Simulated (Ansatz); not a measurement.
Ansatz (an electronic-structure program) input file for FH3S2Si, SMILES F[SiH](S)S, r2SCAN-D4/def2-SVP. 

Ansatz 0.2 input:
```yaml
crystal:
  periodic: [false, false, false]
  atoms:
    - {symbol: Si, position_ang: [0.11297652, -0.56039431, -0.06807551]}
    - {symbol: F, position_ang: [-0.34871248, -1.13244639, 1.36525859]}
    - {symbol: S, position_ang: [1.65506767, 0.87496858, 0.26127634]}
    - {symbol: S, position_ang: [-1.57510353, 0.37350913, -0.97573291]}
    - {symbol: H, position_ang: [0.56825449, -1.73195476, -0.77993608]}
    - {symbol: H, position_ang: [2.16914602, 0.24335944, 1.30741787]}
    - {symbol: H, position_ang: [-2.46008563, -0.44951030, -0.43044691]}
basis:
  gaussian:
    orbitals: def2-SVP
hamiltonian:
  xc: r2scan
  dispersion: d4
relax: {f_tol: 0.002, max_steps: 200}
```

Output:

```
WARN ansatz: RAYON_NUM_THREADS=1 ignored (pool sized by the plan → 1); use --threads N
Functional definition: r2SCAN
integrals: 0.04 GiB planned
928 factors; their error is unknown
mean field: 0.20 GiB planned
mean field evaluation 1: about -32300.9117 eV, gradient 3.1e1 eV
mean field evaluation 2: about -32298.2844 eV, gradient 5.2e1 eV
mean field evaluation 4: about -32302.5780 eV, gradient 1.3e0 eV
mean field evaluation 8: about -32302.5766 eV, gradient 2.5e-2 eV
mean field evaluation 16: about -32302.5033 eV, gradient 2.2e-5 eV
mean field -32302.50330859 eV, -1187.0951011676 hartree, gradient 2.2e-5 eV, S^2 0.000000; 0 other end points of the search recorded, 0 dependent functions left out
the calculation of the forces begins
reference -32302.50331652 eV, -1187.0951014589 hartree; 29, 29 occupied and 54, 54 virtual orbitals, 928 factors
relax step   1: F+E_penalty+E_count = -32302.54598249 eV  Δ(F+E_penalty+E_count) = +0.000e0 eV  max|allowed force component| = 8.028e-1 eV/Å  Δτ_max = 0.0000 Å  (26 SCF iters, accepted)
these checks for a lower state are left out or cut short: starts, cluster_reference, orbital_swaps, neighbouring_geometries, increment
integrals: 0.04 GiB planned
928 factors; their error is unknown
mean field: 0.20 GiB planned
mean field -32302.56118292 eV, -1187.0972280099 hartree, gradient 2.5e-5 eV, S^2 0.000000; 0 other end points of the search recorded, 0 dependent functions left out
the calculation of the forces begins
reference -32302.56119077 eV, -1187.0972282983 hartree; 29, 29 occupied and 54, 54 virtual orbitals, 928 factors
relax step   2: F+E_penalty+E_count = -32302.60423298 eV  Δ(F+E_penalty+E_count) = -5.825e-2 eV  max|allowed force component| = 7.505e-1 eV/Å  Δτ_max = 0.1932 Å  (33 SCF iters, accepted)
these checks for a lower state are left out or cut short: starts, cluster_reference, orbital_swaps, neighbouring_geometries, increment
integrals: 0.04 GiB planned
928 factors; their error is unknown
mean field: 0.20 GiB planned
mean field -32302.61193599 eV, -1187.0990931508 hartree, gradient 1.6e-5 eV, S^2 0.000000; 0 other end points of the search recorded, 0 dependent functions left out
the calculation of the forces begins
reference -32302.61194388 eV, -1187.0990934407 hartree; 29, 29 occupied and 54, 54 virtual orbitals, 928 factors
relax step   3: F+E_penalty+E_count = -32302.65479817 eV  Δ(F+E_penalty+E_count) = -5.057e-2 eV  max|allowed force component| = 3.311e-1 eV/Å  Δτ_max = 0.1352 Å  (28 SCF iters, accepted)
these checks for a lower state are left out or cut short: starts, cluster_reference, orbital_swaps, neighbouring_geometries, increment
integrals: 0.04 GiB planned
928 factors; their error is unknown
mean field: 0.20 GiB planned
mean field evaluation 32: about -32302.4227 eV, gradient 8.6e0 eV
mean field -32302.64502605 eV, -1187.1003091880 hartree, gradient 2.1e-5 eV, S^2 0.000000; 0 other end points of the search recorded, 0 dependent functions left out
the calculation of the forces begins
reference -32302.64503382 eV, -1187.1003094737 hartree; 29, 29 occupied and 54, 54 virtual orbitals, 928 factors
relax step   4: F+E_penalty+E_count = -32302.68788597 eV  Δ(F+E_penalty+E_count) = -3.309e-2 eV  max|allowed force component| = 2.491e-1 eV/Å  Δτ_max = 0.2000 Å  (32 SCF iters, accepted)
these checks for a lower state are left out or cut short: starts, cluster_reference, orbital_swaps, neighbouring_geometries, increment
integrals: 0.04 GiB planned
928 factors; their error is unknown
mean field: 0.20 GiB planned
mean field -32302.64627225 eV, -1187.1003549853 hartree, gradient 1.1e-5 eV, S^2 0.000000; 0 other end points of the search recorded, 0 dependent functions left out
the calculation of the forces begins
reference -32302.64628009 eV, -1187.1003552732 hartree; 29, 29 occupied and 54, 54 virtual orbitals, 928 factors
relax step   5: F+E_penalty+E_count = -32302.68924981 eV  Δ(F+E_penalty+E_count) = -1.364e-3 eV  max|allowed force component| = 3.912e-1 eV/Å  Δτ_max = 0.1574 Å  (28 SCF iters, accepted)
these checks for a lower state are left out or cut short: starts, cluster_reference, orbital_swaps, neighbouring_geometries, increment
integrals: 0.04 GiB planned
928 factors; their error is unknown
mean field: 0.20 GiB planned
mean field -32302.65272548 eV, -1187.1005921371 hartree, gradient 2.4e-5 eV, S^2 0.000000; 0 other end points of the search recorded, 0 dependent functions left out
the calculation of the forces begins
reference -32302.65273329 eV, -1187.1005924238 hartree; 29, 29 occupied and 54, 54 virtual orbitals, 928 factors
relax step   6: F+E_penalty+E_count = -32302.69564385 eV  Δ(F+E_penalty+E_count) = -6.394e-3 eV  max|allowed force component| = 1.364e-1 eV/Å  Δτ_max = 0.0957 Å  (29 SCF iters, accepted)
these checks for a lower state are left out or cut short: starts, cluster_reference, orbital_swaps, neighbouring_geometries, increment
integrals: 0.04 GiB planned
928 factors; their error is unknown
mean field: 0.20 GiB planned
mean field -32302.65649411 eV, -1187.1007306315 hartree, gradient 1.4e-5 eV, S^2 0.000000; 0 other end points of the search recorded, 0 dependent functions left out
the calculation of the forces begins
reference -32302.65650192 eV, -1187.1007309184 hartree; 29, 29 occupied and 54, 54 virtual orbitals, 928 factors
relax step   7: F+E_penalty+E_count = -32302.69943090 eV  Δ(F+E_penalty+E_count) = -3.787e-3 eV  max|allowed force component| = 3.427e-2 eV/Å  Δτ_max = 0.0816 Å  (28 SCF iters, accepted)
these checks for a lower state are left out or cut short: starts, cluster_reference, orbital_swaps, neighbouring_geometries, increment
integrals: 0.04 GiB planned
928 factors; their error is unknown
mean field: 0.20 GiB planned
mean field evaluation 64: about -32302.6583 eV, gradient 2.5e-5 eV
mean field -32302.65833382 eV, -1187.1007982395 hartree, gradient 8.5e-6 eV, S^2 0.000000; 0 other end points of the search recorded, 0 dependent functions left out
the calculation of the forces begins
reference -32302.65834163 eV, -1187.1007985266 hartree; 29, 29 occupied and 54, 54 virtual orbitals, 928 factors
relax step   8: F+E_penalty+E_count = -32302.70127183 eV  Δ(F+E_penalty+E_count) = -1.841e-3 eV  max|allowed force component| = 1.225e-1 eV/Å  Δτ_max = 0.0415 Å  (29 SCF iters, accepted)
these checks for a lower state are left out or cut short: starts, cluster_reference, orbital_swaps, neighbouring_geometries, increment
integrals: 0.04 GiB planned
928 factors; their error is unknown
mean field: 0.20 GiB planned
mean field -32302.66079693 eV, -1187.1008887573 hartree, gradient 2.1e-5 eV, S^2 0.000000; 0 other end points of the search recorded, 0 dependent functions left out
the calculation of the forces begins
reference -32302.66080476 eV, -1187.1008890452 hartree; 29, 29 occupied and 54, 54 virtual orbitals, 928 factors
relax step   9: F+E_penalty+E_count = -32302.70374352 eV  Δ(F+E_penalty+E_count) = -2.472e-3 eV  max|allowed force component| = 2.537e-1 eV/Å  Δτ_max = 0.0723 Å  (28 SCF iters, accepted)
these checks for a lower state are left out or cut short: starts, cluster_reference, orbital_swaps, neighbouring_geometries, increment
integrals: 0.04 GiB planned
928 factors; their error is unknown
mean field: 0.20 GiB planned
mean field -32302.66968537 eV, -1187.1012154012 hartree, gradient 9.5e-6 eV, S^2 0.000000; 0 other end points of the search recorded, 0 dependent functions left out
the calculation of the forces begins
reference -32302.66969328 eV, -1187.1012156919 hartree; 29, 29 occupied and 54, 54 virtual orbitals, 928 factors
relax step  10: F+E_penalty+E_count = -32302.71261772 eV  Δ(F+E_penalty+E_count) = -8.874e-3 eV  max|allowed force component| = 4.507e-2 eV/Å  Δτ_max = 0.0948 Å  (28 SCF iters, accepted)
these checks for a lower state are left out or cut short: starts, cluster_reference, orbital_swaps, neighbouring_geometries, increment
integrals: 0.04 GiB planned
928 factors; their error is unknown
mean field: 0.20 GiB planned
mean field -32302.66784940 eV, -1187.1011479309 hartree, gradient 9.8e-6 eV, S^2 0.000000; 0 other end points of the search recorded, 0 dependent functions left out
the calculation of the forces begins
reference -32302.66785733 eV, -1187.1011482221 hartree; 29, 29 occupied and 54, 54 virtual orbitals, 928 factors
relax step  11: F+E_penalty+E_count = -32302.71083925 eV  Δ(F+E_penalty+E_count) = +1.778e-3 eV  max|allowed force component| = 1.725e-1 eV/Å  Δτ_max = 0.0490 Å  (29 SCF iters, rejected (line search))
these checks for a lower state are left out or cut short: starts, cluster_reference, orbital_swaps, neighbouring_geometries, increment
integrals: 0.04 GiB planned
928 factors; their error is unknown
mean field: 0.20 GiB planned
mean field -32302.67045894 eV, -1187.1012438296 hartree, gradient 1.6e-5 eV, S^2 0.000000; 0 other end points of the search recorded, 0 dependent functions left out
the calculation of the forces begins
reference -32302.67046685 eV, -1187.1012441201 hartree; 29, 29 occupied and 54, 54 virtual orbitals, 928 factors
relax step  12: F+E_penalty+E_count = -32302.71340835 eV  Δ(F+E_penalty+E_count) = -7.906e-4 eV  max|allowed force component| = 8.086e-3 eV/Å  Δτ_max = 0.0212 Å  (28 SCF iters, accepted)
these checks for a lower state are left out or cut short: starts, cluster_reference, orbital_swaps, neighbouring_geometries, increment
integrals: 0.04 GiB planned
928 factors; their error is unknown
mean field: 0.20 GiB planned
mean field evaluation 96: about -32302.7476 eV, gradient 3.7e-1 eV
mean field -32302.67048455 eV, -1187.1012447709 hartree, gradient 1.9e-5 eV, S^2 0.000000; 0 other end points of the search recorded, 0 dependent functions left out
the calculation of the forces begins
reference -32302.67049246 eV, -1187.1012450614 hartree; 29, 29 occupied and 54, 54 virtual orbitals, 928 factors
relax step  13: F+E_penalty+E_count = -32302.71343170 eV  Δ(F+E_penalty+E_count) = -2.335e-5 eV  max|allowed force component| = 9.272e-3 eV/Å  Δτ_max = 0.0061 Å  (28 SCF iters, accepted)
these checks for a lower state are left out or cut short: starts, cluster_reference, orbital_swaps, neighbouring_geometries, increment
integrals: 0.04 GiB planned
928 factors; their error is unknown
mean field: 0.20 GiB planned
mean field -32302.67049171 eV, -1187.1012450339 hartree, gradient 6.1e-5 eV, S^2 0.000000; 0 other end points of the search recorded, 0 dependent functions left out
the calculation of the forces begins
reference -32302.67049962 eV, -1187.1012453244 hartree; 29, 29 occupied and 54, 54 virtual orbitals, 928 factors
relax step  14: F+E_penalty+E_count = -32302.71343886 eV  Δ(F+E_penalty+E_count) = -7.159e-6 eV  max|allowed force component| = 3.420e-3 eV/Å  Δτ_max = 0.0014 Å  (21 SCF iters, accepted)
these checks for a lower state are left out or cut short: starts, cluster_reference, orbital_swaps, neighbouring_geometries, increment
integrals: 0.04 GiB planned
928 factors; their error is unknown
mean field: 0.20 GiB planned
mean field -32302.67049269 eV, -1187.1012450700 hartree, gradient 2.3e-5 eV, S^2 0.000000; 0 other end points of the search recorded, 0 dependent functions left out
the calculation of the forces begins
reference -32302.67050060 eV, -1187.1012453605 hartree; 29, 29 occupied and 54, 54 virtual orbitals, 928 factors
relax step  15: F+E_penalty+E_count = -32302.71343988 eV  Δ(F+E_penalty+E_count) = -1.020e-6 eV  max|allowed force component| = 6.136e-4 eV/Å  Δτ_max = 0.0004 Å  (19 SCF iters, accepted)
integrals: 0.04 GiB planned
928 factors; their error is unknown
mean field: 0.20 GiB planned
mean field -32302.67049269 eV, -1187.1012450700 hartree, gradient 2.3e-5 eV, S^2 0.000000; 1 other end points of the search recorded, 0 dependent functions left out
the calculation of the forces begins
reference -32302.67050060 eV, -1187.1012453605 hartree; 29, 29 occupied and 54, 54 virtual orbitals, 928 factors
Total energy: -32302.71344779 eV, -1187.1028236406 hartree
Atom 0 at     0.039044    -0.549540     0.137830 Å, force    -0.000391     0.000614    -0.000248 eV/Å
Atom 1 at    -0.642886    -1.181149     1.472285 Å, force     0.000012     0.000117     0.000061 eV/Å
Atom 2 at     1.446939     0.986113     0.558527 Å, force    -0.000173    -0.000409    -0.000065 eV/Å
Atom 3 at    -1.485443     0.425306    -0.981796 Å, force     0.000427    -0.000246     0.000164 eV/Å
Atom 4 at     0.703266    -1.692801    -0.535021 Å, force     0.000131    -0.000064    -0.000230 eV/Å
Atom 5 at     2.482251     0.123319     0.676535 Å, force    -0.000006     0.000058     0.000142 eV/Å
Atom 6 at    -2.421628    -0.493717    -0.648598 Å, force     0.000001    -0.000070     0.000178 eV/Å
Dipole moment:     0.134536    -0.287399    -0.108633 e Å
```

The run converged.

Cost: around 26 core-seconds (rough).
